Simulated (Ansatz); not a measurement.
Input and output for BClGaH3S, SMILES `B[S][GaH][Cl]`.

```yaml
crystal:
  periodic: [false, false, false]
  atoms:
    - {symbol: B, position_ang: [-0.654759, 1.576529, 0.417600]}
    - {symbol: S, position_ang: [-1.468628, -0.350296, -0.169188]}
    - {symbol: Ga, position_ang: [0.402139, -1.225975, -0.115894]}
    - {symbol: Cl, position_ang: [0.149704, -3.271602, -0.806925]}
    - {symbol: H, position_ang: [0.360991, 1.733662, 0.260479]}
    - {symbol: H, position_ang: [-1.569558, 1.929283, 0.637284]}
    - {symbol: H, position_ang: [1.839572, -0.335908, -0.198771]}
basis:
  gaussian: {orbitals: def2-TZVPD, nuclear_model: gaussian}
hamiltonian: {xc: {name: SPW92}}
accuracy: high
```

```sh
$ ansatz run in.yaml --threads 2 --pin off --events-out ev --progress --plain --max-ram 4352MiB
```

Output, abridged:

```
Functional definition: SPW92
3318 factors; integrals over basis functions are off by at most 4.4e-9 eV
mean field evaluation 1: about -76288.9115 eV, gradient 5.0e1 eV
mean field evaluation 2: about -76283.6140 eV, gradient 7.9e1 eV
mean field evaluation 4: about -76293.4251 eV, gradient 5.0e0 eV
mean field evaluation 8: about -76293.4925 eV, gradient 6.8e-1 eV
mean field evaluation 16: about -76293.4939 eV, gradient 2.1e-4 eV
mean field -76293.49391685 eV, -2803.7341878567 hartree, gradient 4.5e-8 eV, S^2 0.000000; 0 other end points of the search recorded, 0 dependent functions left out
reference -76293.49392273 eV, -2803.7341880729 hartree; 36, 36 occupied and 174, 174 virtual orbitals, 3318 factors
Total energy: -76293.49392273 eV, -2803.7341880729 hartree
```

It took 14 s on 2 threads of an Arm Neoverse V1 on a shared host, with 0.98 GiB of host memory at the peak.
